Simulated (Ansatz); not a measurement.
**Ligand exchange: In(CH3)2(OH) + C2H8OSi2 → In(CH3)(OH)2 + C3H10Si2**

Species: In(CH3)2(OH), singlet; C2H8OSi2 `O[SiH2]/C=C/[SiH3]`, singlet; In(CH3)(OH)2, singlet; C3H10Si2 `C[SiH2]/C=C/[SiH3]`, singlet. The partners trade CH3 for OH: In–CH3 and Si–OH bonds give way to In–OH and Si–CH3.

Shapes, held fixed at every level: PBE0-D4/def2-TZVP. Flexible molecules stand in one conformer, not always the lowest. Programs: Ansatz 0.2.0. Electronic energies: no zero-point or thermal term.

| level | kind | ΔE (kJ/mol) | less CCSD(T)/def2-TZVPP |
| --- | --- | --- | --- |
| HF/def2-TZVPP | Hartree–Fock | +46.6 | +4.8 |
| PBE-D4/def2-TZVPP | GGA | +31.3 | -10.5 |
| r2SCAN-D4/def2-TZVPP | meta-GGA | +37.0 | -4.8 |
| BHLYP-D4/def2-TZVPP | global hybrid | +44.7 | +2.9 |
| wB97X-V/def2-TZVPP | range-separated hybrid | +37.2 | -4.6 |
| MP2/def2-SVP | perturbation theory | +28.2 | -13.6 |
| MP2/def2-TZVPP | perturbation theory | +43.4 | +1.6 |
| CCSD(T)/def2-TZVPP | coupled cluster or CI | +41.8 | 0.0 |

The highest level, CCSD(T)/def2-TZVPP, gives ΔE = +41.8 kJ/mol; the levels span +28.2 to +46.6. The column of differences is taken from that level and isn't an error. No measured value is set beside it here. For atoms past krypton def2 sets carry core potentials with scalar relativity. Correlated rows may include outer-core shells of In, which these sets cover unevenly.
